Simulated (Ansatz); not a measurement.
BH7OSSi2 (`OB(S)[SiH2][SiH3]`). The species carries charge 0 and has multiplicity 1. The geometry is a stationary point of PBE0-D4/def2-TZVP. It is one conformer, not always the lowest.

```xyz
12

O     2.403   -0.053   -0.402
B     1.411   -0.027    0.522
S     1.630    0.933    2.049
Si   -0.317   -0.993    0.115
Si   -1.687    0.419   -1.155
H     3.193    0.449   -0.178
H     0.452    0.623    2.608
H    -0.089   -2.258   -0.638
H    -1.037   -1.319    1.380
H    -2.988   -0.229   -1.477
H    -1.010    0.783   -2.429
H    -1.960    1.670   -0.396
```

(1) What is the dipole moment at PBE/def2-TZVPP? (Best estimate.)

(2) And with r2SCAN, B3LYP, ωB97M-V? (Estimate.)

(3) Give the Mulliken charges with PBE, B3LYP, r2SCAN in def2-TZVPP. (Estimate.)

Answers

(1) The calculation gave: 1.20 D, with components (0.92, 0.48, 0.59) D in this frame, pointing from negative to positive charge.

(2) Ansatz gave: r2SCAN 1.12 D, B3LYP 1.14 D, ωB97M-V 1.15 D.

(3) Computed: 
| atom | PBE | B3LYP | r2SCAN |
| --- | --- | --- | --- |
| O1 | -0.21 | -0.24 | -0.28 |
| B2 | 0.23 | 0.26 | 0.25 |
| S3 | -0.19 | -0.20 | -0.18 |
| Si4 | 0.01 | 0.06 | 0.08 |
| Si5 | 0.09 | 0.14 | 0.15 |
| H6 | 0.19 | 0.19 | 0.21 |
| H7 | 0.12 | 0.12 | 0.11 |
| H8 | -0.05 | -0.07 | -0.07 |
| H9 | -0.06 | -0.08 | -0.08 |
| H10 | -0.04 | -0.06 | -0.06 |
| H11 | -0.04 | -0.06 | -0.06 |
| H12 | -0.04 | -0.06 | -0.07 |

B3LYP here is the variant with VWN-RPA as its local correlation; programs differ in this.
